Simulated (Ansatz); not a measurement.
A calculation with Ansatz (development build ahead of 0.2.0).

```yaml
crystal:
  periodic: [false, false, false]
  atoms:
    - { symbol: "N", position_ang: [0.01594, 0.00097, -1.36869] }
    - { symbol: H, position_ang: [0.96061, 0.02538, -1.77192] }
    - { symbol: H, position_ang: [-0.45433, 0.77357, -1.79915] }
    - { symbol: H, position_ang: [-0.48298, -0.7785, -1.78373] }
    - { symbol: Cu, position_ang: [0.02762, 0.03503, 0.55184] }
basis:
  gaussian: { orbitals: def2-TZVP }
total_charge: 1
hamiltonian:
  xc: hf
output:
  forces: true
```

The input is written out in the form of the current development build from the run's settings.

Output:

```
Converged                       : yes
Total energy                    : -1694.96659 hartree
Spin squared of the determinant : 0.000
Stability test                  : minimum among restricted orbitals
```

Forces (eV/Å):
```csv
atom,Fx,Fy,Fz
N1,0.359,-0.151,-2.252
H2,-0.916,-0.291,0.325
H3,-0.002,0.494,0.171
H4,0.577,-0.067,0.292
Cu5,-0.017,0.015,1.464
```
